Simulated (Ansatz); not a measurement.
MoN(NH2)3 (MoN₄H₆), relaxed as a singlet with RKS PBE-D4/def2-SVP in Ansatz, starting from the GFN2-xTB geometry. Force threshold 0.02 eV/Å.

In the def2 sets Mo takes a core potential; there is no spin–orbit coupling. The restricted singlet is unstable towards broken spin symmetry in Hartree–Fock (as tested in another run); at PBE-D4/def2-SVP this wasn't settled.

Start:

```xyz
11

Mo   -0.245   -0.122   -0.106
N    -1.671   -0.841   -0.724
N    -0.562    1.757   -0.329
H    -1.387    2.209   -0.725
H     0.098    2.493   -0.057
N     1.136   -0.845   -1.225
H     2.134   -0.624   -1.133
H     1.032   -1.500   -2.001
N    -0.200   -0.723    1.717
H     0.533   -0.475    2.390
H    -0.869   -1.329    2.193
```

Estimate the energy that the relaxation releases and the steps that it takes.

4.0 kcal/mol, in 5 steps; 5.5 s on 2 threads of Intel Xeon 6975P-C on a shared host. No frequencies were taken in this run, so the end may be a saddle point.

Does the start keep its bonding and symmetry?

By distances, no bond broke or formed. The bond that changes most is Mo1–N2, from 1.71 to 1.65 Å (atoms count from 1). Point group C3v at the start, C3v at the end, both within 0.05 Å.

Predict the relaxed structure.


```xyz
11

Mo   -0.2836   -0.1427   -0.1227
N    -1.6565   -0.8348   -0.7184
N    -0.5664    1.7841   -0.3312
H    -1.4030    2.2195   -0.7287
H     0.1067    2.5078   -0.0566
N     1.1572   -0.8552   -1.2419
H     2.1506   -0.6228   -1.1360
H     1.0341   -1.5123   -2.0170
N    -0.1987   -0.7311    1.7434
H     0.5429   -0.4762    2.4045
H    -0.8833   -1.3364    2.2046
```
Bond lengths: 4 × Mo–N 1.65 to 1.96 Å; 6 × H–N 1.02 to 1.03 Å.
